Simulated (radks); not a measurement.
The numbers below are computed, except where a source is named.
Ni II, configuration [Ar] 3d9.

Code: a radial shooting solver on a logarithmic mesh with Libxc functionals. Model: Dirac Kohn-Sham, PBE, spin-unpolarised, spherical densities, point nucleus; open shells are shared between the two j in proportion to 2j + 1.

Energy parts (hartree):
part                       energy
total                 -1520.34676
kinetic                1544.90319
electron-nucleus      -3649.19762
Hartree                 647.30232
exchange-correlation    -63.35465

Orbitals (lengths in bohr, moments of r in powers of bohr; r(max) is where P^2 peaks):
orbital  occ.  eigenvalue (hartree)  <1/r>       <r^4>     <r^2>   r(max)
1s1/2       2             -301.8444  28.09  0.00003983  0.003935  0.03539
2s1/2       2             -36.16296  6.099    0.008719   0.07073   0.2046
2p1/2       2             -31.55751  6.050    0.006337   0.05582   0.1630
2p3/2       4             -30.91471  5.925    0.006664   0.05739   0.1656
3s1/2       2              -4.20046  1.914      0.6716    0.6400   0.6406
3p1/2       2              -2.80269  1.779      0.9204    0.7171   0.6437
3p3/2       4              -2.72284  1.749      0.9723    0.7367   0.6515
3d3/2     3.6              -0.48128  1.313       7.682     1.568   0.6373
3d5/2     5.4              -0.47315  1.303       8.005     1.598   0.6404

The highest occupied level is 3d5/2 at -12.875 eV. Summed over all electrons, <r^2> = 20.43 bohr^2, which gives a Langevin (diamagnetic) susceptibility term of -16.2 x 10^-6 cm^3/mol. For comparison, the ionisation energy in NIST's Atomic Spectra Database is 18.169 eV (measured). In exact Kohn-Sham theory the highest level is minus the ionisation energy, but local and semilocal functionals leave it too shallow, through self-interaction and a potential that decays too fast; potentials with the right tail come closer. The density falls to 0.001 e/bohr^3 at r = 3.38 bohr.

Beside tabulated values, note that spin-unpolarised runs miss the spin-polarisation part of the exchange energy of open shells.
